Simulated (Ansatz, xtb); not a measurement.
System: C$_{3}$H$_{4}$Cl, charge 0, multiplicity 2. It need not be the lowest isomer of its formula. SMILES: [CH2]/C=C/Cl
Geometry from a B3LYP-D3(BJ)/def2-TZVP (Ansatz, an electronic-structure program) optimisation:
```xyz
8

C     -2.3826    -0.0094     0.1751
C     -1.0718     0.3901     0.0843
C     -0.0051    -0.4840    -0.0064
Cl     1.6207     0.0630    -0.1183
H     -3.1814     0.7141     0.2440
H     -2.6539    -1.0572     0.1805
H     -0.8454     1.4512     0.0824
H     -0.1145    -1.5585    -0.0133
```
Charge 0, spin multiplicity 2.

Harmonic wavenumbers from GFN2-xTB (xtb, at its own minimum), cm⁻¹: 188, 252, 419, 537, 635, 775, 801, 977, 984, 1194, 1242, 1294, 1413, 1491, 3067, 3091, 3123, 3163.

Q: Give the harmonic wavenumbers at B3LYP-D3(BJ)/def2-TZVP (Ansatz, finite differences of forces, unscaled).

A: 190, 267, 434, 545, 681, 810, 812, 990, 1016, 1206, 1275, 1284, 1458, 1523, 3152, 3159, 3208, 3248 cm⁻¹. Zero-point energy 36.1 kcal/mol.

Q: From these and the geometry, give the ideal-gas thermochemistry at 298.15 K and 1 atm (rigid rotor, harmonic oscillator).

A: Point group Cs, rotational symmetry number 1. Rotational constants 46.04, 2.617, 2.476 GHz. S(trans) 38.88, S(rot) 24.49, S(vib) 6.28, S(elec, spin only) 1.38, S 71.0 cal/(mol K). H(298) - H(0) 3.57 kcal/mol; G - E(el) 18.5 kcal/mol.
